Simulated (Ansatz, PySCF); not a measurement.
A series of adiabatic electron affinity values:

A. CB([O])O -> CB([O-])O
B. [NH]B(N)O → [NH-]B(N)O
C. F[CH]F -> F[CH-]F
D. Cl[C]Cl -> Cl[C]Cl as doublet, charge -1
E. Br[B]Br -> Br[B]Br as singlet, charge -1

Quantity: adiabatic electron affinity (0 K, with B3LYP-D3(BJ) harmonic zero-point energies from PySCF), kcal/mol. Geometries: B3LYP-D3(BJ)/def2-TZVP minima from Ansatz (a quantum-chemistry and plane-wave program), one conformer each, not searched for the lowest. Unstable Hartree-Fock reference: Cl[C]Cl, Br[B]Br as singlet, charge -1. Valence correlation only, unless marked. Open shells are spin-unrestricted. No spin-orbit coupling. The frozen core is the preceding noble-gas configuration, with the filled d and f shells of earlier blocks. Non-relativistic. CBS(X,Y): correlation extrapolated as X^-3; Hartree-Fock from the larger set. [CCSD(T)-MP2]/basis is that difference in the basis named. Anions need diffuse functions, which plain sets lack and def2-D sets hold few of. Positive means that the reaction releases energy.

|  | BHLYP/def2-TZVPD (Ansatz) | HSE06-D4/def2-TZVPD (Ansatz + dftd4) | MP2/aug-cc-pV(D+d)Z (Ansatz) | RI-MP2/CBS(aug-cc-pV(T+d)Z,aug-cc-pV(Q+d)Z)+[CCSD(T)-MP2]/aug-cc-pV(T+d)Z (Ansatz) |
|---|---|---|---|---|
| A | 55.5 | 61.0 | 72.9 | 68.8 |
| B | 31.5 | 37.5 | 45.1 | 44.3 |
| C | 8.9 | 10.3 | 16.5 | 17.5 |
| D | 39.6 | 38.5 | 36.4 | 36.7 |
| E | 32.6 | 33.4 | 33.8 | 40.9 |
